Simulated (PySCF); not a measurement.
All numbers come from UB3LYP/[I def2-SVP with ECP28], scalar-relativistic core potentials, density fitting, no spin–orbit coupling, PySCF.

```xyz
3
charge 0 multiplicity 2, angstrom
I    -0.1629    0.4678    0.0000
I     0.0814   -0.2339    2.7836
I     0.0814   -0.2339   -2.7836
```

I₃ (doublet), along the line from I1 (at 0) through I2 (at 2.881 Å). Core electrons replaced by a potential are absent, the electrostatic potential uses the reduced nuclear charge, and values within about 0.7 Å of such atoms have no physical meaning.

Task: Tabulate the fields along this line at -1.01, -0.86, -0.72, 0.72, 0.86, 1.01, 1.15, 1.30, 1.44, 1.58, 1.73, 1.87, 2.02, 2.16, 3.60, 3.75, 3.89, 4.03, 4.18, 4.32, 4.47, 4.61 Å.

Result: 
```json
{"distance (Å)": "-1.01", "electron density (e/Å³)": "0.565", "spin density (e/Å³)": "-0.0016", "electron localisation function": "0.391", "electrostatic potential (V)": "21.1"}
{"distance (Å)": "-0.86", "electron density (e/Å³)": "0.936", "spin density (e/Å³)": "-0.00585", "electron localisation function": "0.259", "electrostatic potential (V)": "33.8"}
{"distance (Å)": "-0.72", "electron density (e/Å³)": "2", "spin density (e/Å³)": "-0.00705", "electron localisation function": "0.257", "electrostatic potential (V)": "56.3"}
{"distance (Å)": "0.72", "electron density (e/Å³)": "2", "spin density (e/Å³)": "0.00447", "electron localisation function": "0.248", "electrostatic potential (V)": "56.4"}
{"distance (Å)": "0.86", "electron density (e/Å³)": "0.958", "spin density (e/Å³)": "-0.00388", "electron localisation function": "0.255", "electrostatic potential (V)": "33.9"}
{"distance (Å)": "1.01", "electron density (e/Å³)": "0.609", "spin density (e/Å³)": "-0.00897", "electron localisation function": "0.403", "electrostatic potential (V)": "21.3"}
{"distance (Å)": "1.15", "electron density (e/Å³)": "0.44", "spin density (e/Å³)": "-0.00921", "electron localisation function": "0.479", "electrostatic potential (V)": "14.2"}
{"distance (Å)": "1.30", "electron density (e/Å³)": "0.355", "spin density (e/Å³)": "-0.00504", "electron localisation function": "0.465", "electrostatic potential (V)": "10.5"}
{"distance (Å)": "1.44", "electron density (e/Å³)": "0.334", "spin density (e/Å³)": "0.00319", "electron localisation function": "0.471", "electrostatic potential (V)": "9.22"}
{"distance (Å)": "1.58", "electron density (e/Å³)": "0.371", "spin density (e/Å³)": "0.0156", "electron localisation function": "0.538", "electrostatic potential (V)": "10.1"}
{"distance (Å)": "1.73", "electron density (e/Å³)": "0.47", "spin density (e/Å³)": "0.0319", "electron localisation function": "0.564", "electrostatic potential (V)": "13.5"}
{"distance (Å)": "1.87", "electron density (e/Å³)": "0.645", "spin density (e/Å³)": "0.0492", "electron localisation function": "0.453", "electrostatic potential (V)": "20.4"}
{"distance (Å)": "2.02", "electron density (e/Å³)": "0.987", "spin density (e/Å³)": "0.0599", "electron localisation function": "0.263", "electrostatic potential (V)": "32.9"}
{"distance (Å)": "2.16", "electron density (e/Å³)": "2.01", "spin density (e/Å³)": "0.0498", "electron localisation function": "0.24", "electrostatic potential (V)": "55.4"}
{"distance (Å)": "3.60", "electron density (e/Å³)": "2.04", "spin density (e/Å³)": "0.0408", "electron localisation function": "0.264", "electrostatic potential (V)": "54.6"}
{"distance (Å)": "3.75", "electron density (e/Å³)": "0.968", "spin density (e/Å³)": "0.0556", "electron localisation function": "0.3", "electrostatic potential (V)": "32.1"}
{"distance (Å)": "3.89", "electron density (e/Å³)": "0.575", "spin density (e/Å³)": "0.0519", "electron localisation function": "0.488", "electrostatic potential (V)": "19.4"}
{"distance (Å)": "4.03", "electron density (e/Å³)": "0.357", "spin density (e/Å³)": "0.0404", "electron localisation function": "0.609", "electrostatic potential (V)": "12"}
{"distance (Å)": "4.18", "electron density (e/Å³)": "0.218", "spin density (e/Å³)": "0.0284", "electron localisation function": "0.633", "electrostatic potential (V)": "7.66"}
{"distance (Å)": "4.32", "electron density (e/Å³)": "0.131", "spin density (e/Å³)": "0.0188", "electron localisation function": "0.587", "electrostatic potential (V)": "5.02"}
{"distance (Å)": "4.47", "electron density (e/Å³)": "0.0772", "spin density (e/Å³)": "0.012", "electron localisation function": "0.488", "electrostatic potential (V)": "3.38"}
{"distance (Å)": "4.61", "electron density (e/Å³)": "0.0457", "spin density (e/Å³)": "0.00755", "electron localisation function": "0.365", "electrostatic potential (V)": "2.34"}
```

On a grid of 0.14 Å the density has a local minimum along the bond near 1.44 Å from I, at 0.33 e/Å³, where the ELF is 0.47.

No spin–orbit coupling is included, which matters more the heavier the element.
